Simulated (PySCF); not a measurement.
**Assignment exercise: C₂H₁₁FSi₃**

Atoms are numbered as in `[CH3:1][Si:2]([SiH3:3])([SiH3:4])[CH2:5][F:6]`. Hydrogens are named by the atom that carries them.

Level of theory: geometry from GFN2-xTB, GIAO PBE0/pcSseg-1 shieldings, in PySCF 2.14 (single conformer, equivalent nuclei averaged, isolated molecule, no relativistic terms).

Referencing at the same level of theory: 13C (186.93 ppm), 1H (31.72 ppm) vs TMS.

(1) Assign these signals to the numbered atoms. 13C{1H} NMR (computed): δ 82.1, -4.3.

(2) Assign these signals to the numbered atoms. 1H NMR (300 MHz, computed): δ 4.98 (m, 2H), 3.59 (s, 6H), 0.18 (s, 3H).

Results:

(1) 
82.1 → C5, sp3 CH2 bonded to F and Si: pulled downfield by the heteroatom
-4.3 → C1, methyl carbon bonded to Si: an electropositive neighbour leaves it electron-rich and shielded

(2) 
4.98 → H(C5), hydrogen on an sp3 CH2 bonded to F and Si: its carbon carries F, an electronegative neighbour
3.59 → H(Si3)/H(Si4), hydrogen on a silicon bonded to Si
0.18 → H(C1), hydrogen on a methyl carbon bonded to Si: an electropositive neighbour shields it, as in TMS itself

Splittings by 19F in the carbon and heteronuclear signals aren't shown, as no couplings were computed. Shifts are as computed. Against solution values, carbons near 30 ppm lie about +3 ppm off and those near 130 ppm about +5 ppm. Of 1211 compounds with measured shifts, 218 miss one by over three times the rms of a fit or turn the order of signals round; such compounds aren't used in these exercises. Multiplicities follow the n + 1 count of equivalent neighbours, as no J values were calculated; m marks all less simple cases, F and P coupling included.
